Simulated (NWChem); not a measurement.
Basis-set dependence for bromine (Br2)

```xyz
2

Br     0.0000     0.0000     1.1492
Br     0.0000     0.0000    -1.1492
```
Charge 0, spin multiplicity 1.

The numbers come from NWChem runs, not from measurements. All single points use one geometry, from PBE0/def2-SVP, a minimum by its harmonic frequencies.

Hartree-Fock energies in Ha, correlation energies in mHa.

The Hamiltonian is non-relativistic. The correlated methods keep 18 core orbitals frozen. No row is a measurement; the coupled-cluster row has its own basis-set and correlation limits.

```csv
basis,functions,RHF,MP2,SCS-MP2,CCSD,CCSD+T(CCSD),CCSD(T),CR-CCSD[T],CR-CCSD(T)
STO-3G,36,-5089.32779,-16.7,-20.0,-24.8,-24.8,-24.8,-24.8,-24.8
def2-SVP,64,-5144.18499,-459.4,-424.4,-465.2,-475.8,-475.4,-473.7,-473.3
def2-TZVP,96,-5144.82054,-547.2,-512.4,-558.8,-578.8,-578.2,-574.4,-573.9
def2-QZVP,150,-5144.92051,-700.0,-654.6,not run,not run,not run,not run,not run
```

From def2-TZVP to def2-QZVP the Hartree-Fock energy moves by -100.0 mHa and the MP2 correlation energy by -152.8 mHa, which is 22 % of its value in the larger set.
